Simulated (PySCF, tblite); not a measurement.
One entry of a table of gas-phase calculations, keyed by method. Lists by class give the value and the number of equivalent atoms.

```json
{
 "formula": "C6H11N2P",
 "smiles": "CC(C)Cn1cpcn1",
 "inchi": "InChI=1S/C6H11N2P/c1-6(2)3-8-5-9-4-7-8/h4-6H,3H2,1-2H3",
 "charge": 0,
 "multiplicity": 1,
 "geometry_level": "GFN2-xTB",
 "atoms_angstrom": [
  ["C", -2.272, 0.709, -0.776],
  ["C", -0.956, 0.002, -0.469],
  ["C", -1.199, -1.277, 0.327],
  ["C", -0.023, 0.953, 0.298],
  ["N", 1.292, 0.388, 0.448],
  ["C", 1.78, -0.172, 1.568],
  ["P", 3.361, -0.817, 1.343],
  ["C", 3.206, -0.251, -0.314],
  ["N", 2.081, 0.346, -0.607],
  ["H", -2.101, 1.602, -1.373],
  ["H", -2.932, 0.048, -1.332],
  ["H", -2.774, 0.999, 0.144],
  ["H", -0.459, -0.255, -1.41],
  ["H", -1.837, -1.955, -0.235],
  ["H", -1.69, -1.051, 1.273],
  ["H", -0.263, -1.79, 0.535],
  ["H", -0.429, 1.166, 1.289],
  ["H", 0.077, 1.889, -0.26],
  ["H", 1.184, -0.172, 2.463],
  ["H", 3.949, -0.351, -1.085]
 ],
 "electronic_structure_code": "PySCF",
 "results": {
  "GFN2-xTB geometry": {
   "point_group": "C1",
   "rotational_constants_GHz": [3.566, 0.764, 0.712]
  },
  "PBE0/pcSseg-1 ground state and GIAO shieldings, non-relativistic": {
   "dipole_D": 2.94,
   "homo_eV": -6.82,
   "lumo_eV": -0.42,
   "shift_vs_computed_TMS_C_by_class_ppm": [
    [169.0, 1],
    [164.4, 1],
    [66.3, 1],
    [34.7, 1],
    [21.8, 2]
   ],
   "shift_vs_computed_TMS_H_by_class_ppm": [
    [8.87, 1],
    [8.51, 1],
    [4.09, 2],
    [2.26, 1],
    [0.91, 6]
   ],
   "shielding_other_nuclei_by_class_ppm": [
    ["N", -106.3, 1],
    ["N", 10.4, 1],
    ["P", 211.0, 1]
   ],
   "charges_hirshfeld_e_by_atom": [-0.11, -0.02, -0.12, -0.01, 0.06, -0.07, 0.0, -0.08, -0.13, 0.04, 0.05, 0.04, 0.04, 0.04, 0.04, 0.03, 0.05, 0.05, 0.06, 0.05]
  },
  "GFN2-xTB harmonic vibrations, gas phase": {
   "strongest_ir_bands_cm-1_km_per_mol_modes": [
    [1346.4, 55.1, 1],
    [1402.1, 34.0, 1],
    [1454.4, 46.1, 1],
    [3031.9, 46.5, 1],
    [3033.6, 51.0, 1],
    [3049.7, 49.4, 1]
   ],
   "zpe_kcal_per_mol": 103.8
  }
 }
}
```

The zero-point energy, half the sum of the 54 harmonic wavenumbers, equals 36290 cm⁻¹ or 434 kJ/mol.

One conformer (not necessarily the lowest) at the GFN2-xTB geometry, without solvent or vibrations. NMR classes are plain means over equivalent atoms (diastereotopic ones count apart unless rotation or inversion swaps them), as if these changed places fast; in this geometry the members of some classes differ.

For the vibration job (GFN2-xTB), the run took 0.82 s wall on one thread of an Arm Neoverse V1, no GPU, shared host.

Shape of the structure used: `[CH3:1][CH:2]([CH3:3])[CH2:4][n:5]1[cH:6][p:7][cH:8][n:9]1`: C1–C2–C4–N5 -172°, C2–C4–N5–C6 -103°.
